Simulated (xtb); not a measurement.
Job for xtb: GFN1-xTB on H2O2 (SMILES OO), a point of a torsion scan.

```
$ xtb mol.xyz --gfn 1 --sp --chrg 0 --uhf 0
4

O     -0.65078995     0.38285599     0.27076425
O      0.64711802     0.38292163    -0.27607832
H     -1.09064153    -0.37609025    -0.14064927
H      0.62135621     1.05883048    -0.96977222
```

The head of its log:

```
[...]
           -------------------------------------------------
          |                Calculation Setup                |
           -------------------------------------------------



           -------------------------------------------------
          |                 G F N 1 - x T B                 |
           -------------------------------------------------

        Reference                      10.1021/acs.jctc.7b00118
      * Hamiltonian:
        H0-scaling (s, p, d)           1.850000    2.250000    2.000000
        zeta-weighting                 0.000000
      * Dispersion:
        s8                             2.400000
        a1                             0.630000
        a2                             5.000000
        s9                             0.000000
      * Repulsion:
        kExp                           1.500000
        rExp                           1.000000
      * Coulomb:
        alpha                          2.000000
        third order                    atomic
        anisotropic                    false
      * Halogen bond correction:
        rad-scale                      1.300000
        damping                        0.440000


          ...................................................
          :                      SETUP                      :
          :.................................................:
          :  # basis functions                  12          :
          :  # atomic orbitals                  12          :
          :  # shells                            8          :
          :  # electrons                        14          :
          :  # halogen bonds                     0          :
          :  max. iterations                   250          :
          :  Hamiltonian                  GFN1-xTB          :
          :  restarted?                      false          :
          :  GBSA solvation                  false          :
          :  PC potential                    false          :
          :  electronic temp.          300.0000000     K    :
          :  accuracy                    1.0000000          :
          :  -> integral cutoff          0.2500000E+02      :
          :  -> integral neglect         0.1000000E-07      :
          :  -> SCF convergence          0.1000000E-05 Eh   :
          :  -> wf. convergence          0.2000000E-04 e    :
          :  Broyden damping             0.4000000          :
          :  net charge                          0          :
          :  unpaired electrons                  0          :
          ...................................................

 iter      E             dE          RMSdq      gap      omega  full diag
   1    -10.3883421 -0.103883E+02  0.450E+00    9.61       0.0  T
   2    -10.3900610 -0.171882E-02  0.259E+00    9.45       1.0  T
```

### Question
What total energy does the run end on?

### Answer
-10.3547 hartree.
